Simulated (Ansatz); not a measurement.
Basis-set series for `CC(C)[CH2][Ge]([F])([F])[CH2]C(C)C`. Charge 0, multiplicity 1. Geometry: relaxed with PBE0-D4/def2-TZVP. It is one conformer, not always the lowest.

```json
{"functional": "PBE0-D4", "basis": "def2-SVP", "functions": "262", "energy (Eh)": "-2591.03060", "HOMO (eV)": "-8.13", "LUMO (eV)": "0.99"}
{"functional": "PBE0-D4", "basis": "def2-QZVPP", "functions": "1199", "energy (Eh)": "-2591.95688", "HOMO (eV)": "-8.15", "LUMO (eV)": "0.20"}
{"functional": "ωB97M-V", "basis": "def2-SVP", "functions": "262", "energy (Eh)": "-2591.48179", "HOMO (eV)": "-10.30", "LUMO (eV)": "2.65"}
{"functional": "ωB97M-V", "basis": "def2-QZVPP", "functions": "1199", "energy (Eh)": "-2592.43258", "HOMO (eV)": "-10.33", "LUMO (eV)": "1.42"}
```

Task: Give the rows for def2-TZVPP. (Best estimate.)

Result: Ansatz gave: 
```tsv
functional	basis	functions	energy (Eh)	HOMO (eV)	LUMO (eV)
PBE0-D4	def2-TZVPP	610	-2591.88283	-8.13	0.53
ωB97M-V	def2-TZVPP	610	-2592.36081	-10.31	2.01
```

Positive LUMOs are unbound and depend on the basis. Scalar relativity is left out up to krypton.
